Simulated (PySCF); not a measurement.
Harmonic spectrum computed at PBE0 in the def2-TZVPD basis family (core potentials from Rb on, PySCF, no spin–orbit coupling):

```csv
ω (cm⁻¹),"IR (km/mol, summed over degenerate members)",degeneracy
722,214,1
742,113,2
1580,1567,2
1583,696,1
```

Which molecule gave it? In each, all ligands are bound to the one heavy central atom.
A. SnH₃⁻ (singlet)
B. CdH₃⁻ (singlet)
C. PdH₃⁻ (singlet)
D. CaH₃⁻ (singlet)
E. ZnH₃⁻ (singlet)

A. It has C3v symmetry with Sn–H 1.798 Å (×3).
